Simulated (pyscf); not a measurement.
A first-order saddle from PySCF, ωB97X-D3(BJ)/def2-SVP:

```
B
O 1 1.3206
O 1 1.3413 2 140.01
H 3 0.9696 1 111.97 2 0.07
H 2 1.2532 1 62.92 3 -179.92
```
Charge 0, spin multiplicity 2.

Surface: doublet, charge 0. Lowest wavenumbers (cm⁻¹): 1798i, 365, 466, 495, 965.

**Question.** Name the species on either side of this saddle.

**Answer.** [HO–B–OH]• <-> •O–BH–OH, a hydrogen shift read from left to right: H–O broken and B–H formed. At CCSD(T)/def2-TZVPP + ΔMP2(QZVPP) it lies +33.2 kcal/mol from the left side and +24.3 kcal/mol from the right (each side as separated species at their lowest minima found). One saddle was located; it need not be the lowest between these sides. The CCSD(T) − MP2 part came from Ansatz, without density fitting, on the same reference.
